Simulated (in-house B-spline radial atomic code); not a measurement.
Binding energies in Ir⁴⁺

NIST's tabulated ground configuration is [Xe] 4f14 5d5; each binding energy is the energy of the ion with one electron taken from that subshell, relaxed, less that of the parent. Method: Dirac-Hartree-Fock, average of configuration, Fermi nucleus of rms radius 5.4032 fm. Calculated with a B-spline radial code for spherical atoms. Energies include first-order Breit, QED and recoil terms.

| subshell | X-ray name | binding energy (eV) | -ε (eV) | relaxation (eV) |
| --- | --- | --- | --- | --- |
| 1s | K | 76169 | 76657.6 | 89.4 |
| 2s | L1 | 13487.9 | 13591.2 | 53.1 |
| 2p1/2 | L2 | 12886.7 | 12993.8 | 57.8 |
| 3s | M1 | 3241.2 | 3280.8 | 29.3 |
| 3p1/2 | M2 | 2974.6 | 3014.5 | 30.5 |
| 3p3/2 | M3 | 2618.1 | 2652.4 | 28.6 |
| 4s | N1 | 758.6 | 772.4 | 11.5 |
| 4p1/2 | N2 | 645.7 | 659.1 | 11.4 |
| 4p3/2 | N3 | 561.2 | 572.4 | 10.2 |
| 5s | O1 | 159.5 | 162.1 | 2.2 |
| 4f5/2 | N6 | 123.1 | 131.9 | 9.0 |
| 5p1/2 | O2 | 121.2 | 123.4 | 1.9 |
| 4f7/2 | N7 | 120.1 | 128.6 | 8.8 |
| 5p3/2 | O3 | 107.2 | 108.9 | 1.6 |
| 5d | O4,5 | 56.24 | 57.06 | 0.84 |

Relaxation = -ε minus the binding energy without Breit, QED and recoil terms.

Emission lines follow as differences of binding energies, with λ = 12398.42 eV·Å / E:

```json
{"line": "K-L2", "holes": "1s → 2p1/2", "energy (eV)": "63282.3", "wavelength (Å)": "0.19592"}
{"line": "K-M3", "holes": "1s → 3p3/2", "energy (eV)": "73550.9", "wavelength (Å)": "0.16857"}
{"line": "L1-M3", "holes": "2s → 3p3/2", "energy (eV)": "10869.8", "wavelength (Å)": "1.1406"}
```

(1) What does it cost to remove both a 2s and a 2p1/2 electron?

(2) What does it cost to remove both a 4s and a 5p1/2 electron?

(3) What does it cost to remove two 3s electrons?

## Answers

(1) 26600 eV, which is 225.9 eV more than the two single binding energies together.

(2) 901.21 eV, which is 21.39 eV more than the two single binding energies together.

(3) 6554.1 eV, which is 71.66 eV more than the two single binding energies together.
